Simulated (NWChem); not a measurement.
Program: NWChem. System: H2Zn, charge 0, spin multiplicity 1, at a geometry optimised with PBE0/def2-SVP. The structure started from a generated list of species. Level: MP2/def2-TZVP, 9 core orbitals frozen.

Output (cleaned and shortened):

```
             Northwest Computational Chemistry Package (NWChem) 7.3.0
             --------------------------------------------------------

                                NWChem Input Module
                                -------------------

 Scaling coordinates for geometry "geometry" by  1.889725989
 (inverse scale =  0.529177249)

 Turning off AUTOSYM since
 SYMMETRY directive was detected!

                             Geometry "geometry" -> ""
                             -------------------------

 Output coordinates in angstroms (scale by  1.889725989 to convert to a.u.)

  No.       Tag          Charge          X              Y              Z
 ---- ---------------- ---------- -------------- -------------- --------------
    1 Zn                  30.0000     0.00000000     0.00000000     0.00000000
    2 H                    1.0000     0.00000000     0.00000000     1.55012100
    3 H                    1.0000     0.00000000     0.00000000    -1.55012100

 Effective nuclear repulsion energy (a.u.)      20.6533706494

            Nuclear Dipole moment (a.u.)
            ----------------------------
        X                 Y               Z
 ---------------- ---------------- ----------------
     0.0000000000     0.0000000000     0.0000000000

      Symmetry information
      --------------------

 Group name             D2h
 Group number             26
 Group order               8
 No. of unique centers     2

      Symmetry unique atoms

     1    2


 Summary of "ao basis" -> "" (spherical)
 ------------------------------------------------------------------------------
       Tag                 Description            Shells   Functions and Types
 ---------------- ------------------------------  ------  ---------------------
 *                         def2-tzvp                  on all atoms

 Summary of "ao basis" -> "ao basis" (spherical)
 ------------------------------------------------------------------------------
       Tag                 Description            Shells   Functions and Types
 ---------------- ------------------------------  ------  ---------------------
 Zn                        def2-tzvp                16       48   6s5p4d1f
 H                         def2-tzvp                 4        6   3s1p

                                 NWChem SCF Module
                                 -----------------

  ao basis        = "ao basis"
  functions       =    60
  atoms           =     3
[...]
  --------------------------------------

    Atom       Charge   Shell Charges
 -----------   ------   -------------------------------------------------------
    1 Zn  30    29.69   2.00  2.00  1.19  0.79  0.73  0.29  5.99  4.78  1.23  0.53  0.14  5.45  3.38  1.12  0.07  0.00
    2 H    1     1.16   0.22  0.57  0.36  0.01
    3 H    1     1.16   0.22  0.57  0.36  0.01

       Multipole analysis of the density wrt the origin
       ------------------------------------------------

     L   x y z        total         open         nuclear
     -   - - -        -----         ----         -------
     0   0 0 0     -0.000000      0.000000     32.000000

     1   1 0 0      0.000000      0.000000      0.000000
     1   0 1 0     -0.000000      0.000000      0.000000
     1   0 0 1      0.000000      0.000000      0.000000

     2   2 0 0    -10.956560      0.000000      0.000000
     2   1 1 0      0.000000      0.000000      0.000000
     2   1 0 1      0.000000      0.000000      0.000000
     2   0 2 0    -10.956560      0.000000      0.000000
     2   0 1 1     -0.000000      0.000000      0.000000
     2   0 0 2    -17.126228      0.000000     17.161643

                   NWChem MP2 Semi-direct Energy/Gradient Module
                   ---------------------------------------------

  Basis functions       =     60
  Molecular orbitals    =     60
  Frozen core           =      9
  Frozen virtuals       =      0
  Active alpha occupied =      7
  Active beta occupied  =      7
  Active alpha virtual  =     44
  Active beta virtual   =     44
  Use MO symmetry       = T
  Use skeleton AO sym   = T

  AO/Fock/Back tols     =   1.0D-09  1.0D-09  1.0D-09

 GA uses MA = F    GA memory limited = T

 Available:
  local mem=  1.26D+08
 global mem=  1.44D+08
 local disk=  0.00D+00
  mp2_memr nvloc                    44
  nvloc new                    44
   1 passes of   7:        4194304                      22737                   1922605.
   1 passes of   7: M    126150538           G      144172000           F     121956234.

 Semi-direct pass number   1 of   1  for RHF alpha+beta  at        1.0s
  vrange nnbf                  1830
  mp2_eaftype                    10  avail_ma_in_mb                  1099
 EAF : mp2_eaftype filesize          10     961302.
  mp2_eaf for mointskh                     10
Node 0 wrote      4.5 Mb in      0.0 s     Agg I/O rate:   946.9 Mb/s
 Done moints_semi at        2.8s
  mp2_eaftype                    10  avail_ma_in_mb                  1089
 EAF : mp2_eaftype filesize          10     961302.
  mp2_eaf for kh                    10
 Done maket at        2.8s
 Done multipass loop at        2.8s

          -------------------------------------------
          SCF energy               -1778.929250926863
          Correlation energy          -0.435719259435
          Singlet pairs               -0.212782354371
          Triplet pairs               -0.222936905064
          Total MP2 energy         -1779.364970186298
          -------------------------------------------

          ---------------------------------------------------
                    Spin Component Scaled (SCS) MP2
          Same spin pairs                     -0.148624603376
          Same spin scaling factor             0.333333333333
          Opposite spin pairs                 -0.287094656059
          Opposite spin scaling fact.          1.200000000000
          SCS-MP2 correlation energy          -0.394055121729
          Total SCS-MP2 energy             -1779.323306048593
          ---------------------------------------------------

 -----------------------
 Performance information
 -----------------------

 Timer overhead =  1.37D-07 seconds/call

               Nr. of calls         CPU time (s)                 Wall time (s)                GFlops
             ---------------    -------------------     ------------------------------   -------------------
Name         Min   Avg   Max    Min     Avg     Max     Min     Avg     Max   Mx/calls   Min     Max     Sum
mp2: moin     1     1     1    1.8     1.8     1.8      1.8     1.8     1.8     1.8      0.0     0.0     0.0
mp2: make     1     1     1   3.59E-2 3.59E-2 3.59E-2  3.59E-2 3.59E-2 3.59E-2 3.59E-2   0.0     0.0     0.0
mp2: tota     1     1     1    1.9     1.9     1.9      1.9     1.9     1.9     1.9      0.0     0.0     0.0

 The average no. of pstat calls per process was 3.00D+00
 with a timing overhead of 4.12D-07s

 Task  times  cpu:        2.8s     wall:        2.8s

 Total times  cpu:        2.9s     wall:        2.9s
```

Task: Write an NWChem input that would produce this output.

Result: This is not unique; one that fits is 
```
start mol
memory heap 200 mb stack 900 mb global 1100 mb
geometry units angstroms nocenter noautoz
  Zn     0.000000     0.000000     0.000000
  H      0.000000     0.000000     1.550121
  H      0.000000     0.000000    -1.550121
  symmetry group D2h
end
basis spherical
  * library def2-tzvp
end
scf
  rhf
  nopen 0
  maxiter 100
  thresh 1e-7
  semidirect memsize 60000000 filesize 0
end
mp2
  freeze core 9
end
task mp2 energy
```
